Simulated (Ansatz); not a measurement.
Basis-set series for `C[O][W](=[O])([OH])([F])[Cl]`. The species carries charge 0 and has multiplicity 1. W: def2 effective core potential. The geometry is a stationary point of PBE0-D4/def2-TZVP. It is one conformer, not always the lowest.

```tsv
functional	basis	functions	energy (Eh)	HOMO (eV)	LUMO (eV)
PBE0-D4	def2-TZVPP	309	-893.21031	-9.10	-3.12
PBE0-D4	def2-QZVPP	556	-893.24447	-9.13	-3.15
ωB97M-V	def2-TZVPP	309	-893.51979	-11.38	-0.99
ωB97M-V	def2-QZVPP	556	-893.55229	-11.41	-1.03
```

Task: Give the rows for def2-SVP. (Estimate.)

Result: Computed: 
| functional | basis | functions | energy (Eh) | HOMO (eV) | LUMO (eV) |
| --- | --- | --- | --- | --- | --- |
| PBE0-D4 | def2-SVP | 140 | -892.58136 | -9.06 | -3.19 |
| ωB97M-V | def2-SVP | 140 | -892.88025 | -11.31 | -1.04 |
